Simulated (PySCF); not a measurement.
Gas-phase reaction: In(CH3)3.NH3 + C6H6 → In(CH3)3 + NH + 2 C3H4 (allene)

Computed with PySCF and rigid-rotor harmonic-oscillator thermochemistry at 1 bar. † marks an energy on the PBE0/def2-TZVP geometry and frequencies. Open shells (unrestricted): NH (multiplicity 3); the rest are closed-shell singlets. B3LYP is the form with VWN-RPA correlation. In: scalar-relativistic def2 core potential, no spin-orbit coupling. Adducts (In(CH3)3.NH3) have no counterpoise correction, and HF, PBE, BLYP, B3LYP and PBE0 lack dispersion. In(CH3)3.NH3: computed as isolated molecules; such fragments, hydroxides, amides, oligomers or adducts are transient or little studied in the gas.

```csv
level,"ΔH°(298 K), kJ"
B3LYP/def2-TZVP†,693
HF/def2-TZVP†,542
PBE/def2-TZVP†,…
PBE0/def2-SVP†,…
LDA/def2-TZVP†,…
ωB97M-V/def2-TZVP†,752
ωB97X-V/def2-TZVP†,762
```

Q: Some entries are withheld; supply them.

A: 
- PBE/def2-TZVP†, ΔH°(298 K), kJ: 739
- PBE0/def2-SVP†, ΔH°(298 K), kJ: 789
- LDA/def2-TZVP†, ΔH°(298 K), kJ: 894
